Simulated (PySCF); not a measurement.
# Low-lying terms of Li+ (lithium, charge +1)

Ground state 1s2, ¹S. All numbers are calculated (PySCF 2.14, the non-relativistic Hamiltonian (point nucleus), in aug-cc-pVQZ (6s5p4d3f2g, 80 functions)). Vertical excitation energies in eV without spin-orbit coupling; excited terms of each kind are numbered among those the solver found. Frozen: nothing.

```
 term  leading excitation  EOM-EE-CCSD  measured centre of gravity (NIST)
 1 3S              1s → s       58.584                      59.021 (1s2s)
 1 1S              1s → s       60.347                      69.280 (1s3s)
1 3P°              1s → p       60.628                      61.281 (1s2p)
1 1P°              1s → p       61.617                      62.216 (1s2p)
 2 3S              1s → s       68.179                                n/a
 2 1S              1s → s       68.620                                n/a
2 3P°              1s → p       68.682                                n/a
 1 3D              1s → d       68.884                                n/a
 1 1D              1s → d       68.887                                n/a
2 1P°              1s → p       68.989                                n/a
 2 3D              1s → d       71.954                                n/a
 2 1D              1s → d       71.958                                n/a
1 3F°              1s → f       72.147                                n/a
1 1F°              1s → f       72.147                                n/a
```

Only the lower part of the computed list is shown. Doubly excited terms such as np² are absent. The solver can miss terms. Rydberg members are limited by the diffuse functions of the basis.
